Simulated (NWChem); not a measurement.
# Ionisation of C$_{2}$H$_{4}$NO

```
N
C 1 1.3707
O 2 1.2160 1 123.89
H 2 1.1127 3 122.44 1 174.18
C 1 1.4215 2 117.90 4 154.09
H 5 1.1023 1 110.01 2 132.19
H 5 1.1034 6 110.82 1 126.24
H 5 1.1079 6 105.49 7 117.68
```
Charge 0, spin multiplicity 2.

The numbers come from NWChem runs, not from measurements. The geometry was optimised at UPBE0/def2-SVP, a minimum by its harmonic frequencies. It is one conformer; others weren't searched.

Basis set: def2-TZVP. The species with one electron less has spin multiplicity 3 and keeps the geometry of the parent. Δ marks differences of total energies (open shells unrestricted). −ε marks an orbital energy of the parent. That orbital need not have the symmetry of the hole or added electron in the Δ rows.

B3LYP has NWChem's definition, with VWN1-RPA local correlation. The structure started from a generated list of species. No SCF solution was tested for a lower state.

Task: One of these methods gave a first vertical ionisation energy of 6.37 eV. Which?
(A) −ε(beta HOMO) of PBE0
(B) −ε(beta HOMO) of B3LYP
(C) −ε(beta HOMO) of BP86
(D) ΔBP86

Result: C, −ε(beta HOMO) of BP86. The others give 7.85 (−ε(beta HOMO) of PBE0), 7.62 (−ε(beta HOMO) of B3LYP), 10.02 (ΔBP86).
